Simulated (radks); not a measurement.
Q: All-electron atom: Sn3+ in [Kr] 4d10 5s1. All-electron calculation, scalar-relativistic Kohn-Sham, PBE, spin-polarised, spherical densities, point nucleus; open shells are filled with parallel spins first (spin-orbit coupling, left out, can overturn this in heavy ions). Program: a radial shooting solver on a logarithmic mesh with Libxc functionals. Some entries of the table are withheld. Estimate them.

orbital  occ.  eigenvalue (eV)  <r^2> (bohr^2)
1s up       1        -29044.25        0.001143
1s down     1        -29044.20        0.001143
2s up       1        -4409.782         0.01857
2s down     1        -4409.764         0.01857
2p up       3        -3961.651         0.01466
2p down     3        -3961.629         0.01466
3s up       1        -874.8892          0.1317
3s down     1        -874.8487          0.1316
3p up       3        -728.4511          0.1323
3p down     3        -728.4100          0.1323
3d up       5        -503.0526          0.1175
3d down     5        -503.0172          0.1175
4s up       1        -163.4698          0.7580
4s down     1        -163.3754          0.7569
4p up       3        -119.2324          0.8953
4p down     3        -119.1041          0.8923
4d up       5         -55.1995           1.387
4d down     5         -54.8883           1.368
5s up       1         -36.4936             (1)
5s down     0         -35.3370             (2)
5p up       0              (3)             (4)
5p down     0              (5)             (6)

A: 
(1) 5s up <r^2> (bohr^2): 5.027
(2) 5s down <r^2> (bohr^2): 5.000
(3) 5p up eigenvalue (eV): -27.2929
(4) 5p up <r^2> (bohr^2): 6.896
(5) 5p down eigenvalue (eV): -26.0962
(6) 5p down <r^2> (bohr^2): 6.846
